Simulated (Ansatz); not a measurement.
A structure relaxed at PBE-D4/def2-SVP in Ansatz, charge 1, doublet:

```
atom   x (Å)   y (Å)   z (Å)
 Ru1   0.686  -0.877   1.570
 Ru2  -1.335   0.074   0.542
 Ru3  -0.714   0.947  -1.546
 Ru4   0.427  -1.235  -0.682
 Ru5   0.936   1.092   0.116
```

**Question.** Give its formula and point group.

**Answer.** the cluster Ru₅⁺. Point group Cs (tolerance 0.1 Å).

**Question.** Summarise the bond lengths by kind (pairs closer than 1.2 times the sum of covalent radii, bridged metal pairs left out).

**Answer.** 9 × Ru–Ru 2.30 to 2.61 Å.

In the def2 sets Ru takes a core potential; there is no spin–orbit coupling. The charge 1 doublet is spin-contaminated (final ⟨S²⟩ up to 1.90, 0.75 for a pure state). The relaxation made no stability test and no search for a lower SCF solution. No other spin state of charge 1 was run. Another isomer (doublet) lies 0.92 eV lower at PBE0-D4/def2-TZVP; other spin states weren't run for this one.
